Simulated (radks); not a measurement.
Q: These are the eigenvalues of the occupied orbitals of an atom or ion with whole-number occupations (eV). All-electron calculation, scalar-relativistic Kohn-Sham, r2SCAN, spin-unpolarised, spherical densities, finite nucleus; meta-GGA in the generalised Kohn-Sham scheme; Fermi nuclear charge, rms radius of each element as measured or else 0.836 A^(1/3) + 0.57 fm. Program: a radial shooting solver on a logarithmic mesh with Libxc functionals.

| orbital | eigenvalue |
|---|---|
| 1s | -41902.37 |
| 2s | -6779.692 |
| 2p | -6065.295 |
| 3s | -1488.543 |
| 3p | -1261.003 |
| 3d | -941.7555 |
| 4s | -317.1798 |
| 4p | -242.2517 |
| 4d | -134.6605 |
| 5s | -58.8630 |
| 5p | -39.9451 |
| 4f | -21.3520 |
| 6s | -14.8638 |

Which element is it, and in what charge state? The configuration may be excited.

A: Z = 59, praseodymium, charge +2: Pr2+ in [Xe] 4f2 6s1. The list shows which subshells hold electrons but not how many an open one holds; the 1s level, -1539.9 hartree, gives Z - s = 55.5 by -(Z - s)^2/2, which with screening and relativity narrows Z to a few neighbours, and the depths of the outer levels then fix element, charge and occupations together.
